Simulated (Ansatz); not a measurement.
Consider the formal exchange of groups at a B–Si bond: `CB[SiH](N)N` + `C=CCl` → `CB/C=C/Cl` + `N[SiH2]N`.

Program: Ansatz. Geometries: PBE0-D4/def2-TZVP. ΔE: electronic, gas phase. CCSD(T)/CBS is the MP2 limit (def2-TZVPP, def2-QZVPP) plus CCSD(T) − MP2 in def2-TZVPP, frozen cores. This one scheme is used for every species. DFT in def2-TZVPP. B3LYP here is the variant with VWN-RPA as its local correlation; programs differ in this. Each species was taken in one conformer, which may not be the lowest.

| level | ΔE (kcal/mol) | difference from CCSD(T)/CBS |
| --- | --- | --- |
| PBE-D4 | -14.7 | 0.9 |
| r2SCAN-D4 | -16.3 | -0.7 |
| PBE0-D4 | -15.2 | 0.4 |
| B3LYP-D4 | -16.0 | -0.4 |
| ωB97X-V | -15.2 | 0.4 |
| ωB97M-V | -16.3 | -0.7 |
| B2PLYP | -17.0 | -1.4 |
| PBE | -15.0 | 0.6 |
| r2SCAN | -16.4 | -0.8 |
| PBE0 | -15.6 | 0.0 |
| B3LYP | -16.5 | -0.9 |
| HF/def2-TZVPP | -17.2 | -1.6 |
| MP2/def2-TZVPP | -17.9 | -2.3 |
| SCS-MP2/def2-TZVPP | -17.3 | -1.7 |
| CCSD/def2-TZVPP | -15.7 | -0.1 |
| CCSD(T)/def2-TZVPP | -15.8 | -0.2 |
| HF/def2-QZVPP | -17.3 | -1.7 |
| MP2/def2-QZVPP | -17.8 | -2.2 |
| SCS-MP2/def2-QZVPP | -17.2 | -1.6 |
| HF/CBS(def2) | -17.3 | -1.7 |
| MP2/CBS(def2) | -17.6 | -2.0 |
| CCSD/CBS(def2) | -15.4 | 0.2 |
| CCSD(T)/CBS | -15.6 | 0 |

Largest T1 diagnostic among the species: 0.011.
